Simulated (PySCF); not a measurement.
UHF on Eu (europium, neutral), [Xe] 4f8 6s1, high-spin 8F determinant (an excited configuration). Computed with PySCF 2.14 in x2c-TZVPPall, with scalar relativity by spin-free X2C-1e.

```
cycle= 16 E= -10839.1807246411  delta_E= -1.15e-05  |g|= 0.00226  |ddm|= 0.0178
cycle= 17 E= -10839.1807265094  delta_E= -1.87e-06  |g|= 0.00231  |ddm|= 0.00171
cycle= 18 E= -10839.1807158148  delta_E= 1.07e-05  |g|= 0.000979  |ddm|= 0.0186
cycle= 19 E= -10839.1807363817  delta_E= -2.06e-05  |g|= 0.00195  |ddm|= 0.0297
cycle= 20 E= -10839.1807253314  delta_E= 1.11e-05  |g|= 0.00152  |ddm|= 0.0403
cycle= 21 E= -10839.1807182388  delta_E= 7.09e-06  |g|= 0.000866  |ddm|= 0.0211
cycle= 22 E= -10839.1807151583  delta_E= 3.08e-06  |g|= 0.000405  |ddm|= 0.00488
cycle= 23 E= -10839.180715813  delta_E= -6.55e-07  |g|= 0.000528  |ddm|= 0.00107
cycle= 24 E= -10839.1807150842  delta_E= 7.29e-07  |g|= 0.000394  |ddm|= 0.00124
cycle= 25 E= -10839.1807149808  delta_E= 1.03e-07  |g|= 0.000368  |ddm|= 0.000327
cycle= 26 E= -10839.1807142192  delta_E= 7.62e-07  |g|= 6.64e-05  |ddm|= 0.00295
cycle= 27 E= -10839.1807141953  delta_E= 2.39e-08  |g|= 7.71e-06  |ddm|= 0.000675
cycle= 28 E= -10839.1807141954  delta_E= -9.09e-11  |g|= 6.8e-06  |ddm|= 8.92e-05
converged SCF energy = -10839.1807141954  <S^2> = 15.767736  2S+1 = 8.0044328
```

Highest occupied orbital energy: 1.482 eV; ⟨L²⟩ = 12.04; populations by l: s 11.00, p 24.00, d 20.00, f 8.00.

Q: Can this result be used?

A: Not for this state. The run converged. Spin-orbit coupling, absent here, splits the open shell strongly. At UHF the highest occupied level has a positive energy, so only the finite basis holds that electron; for this excited configuration the basis is too tight for the outer shell.
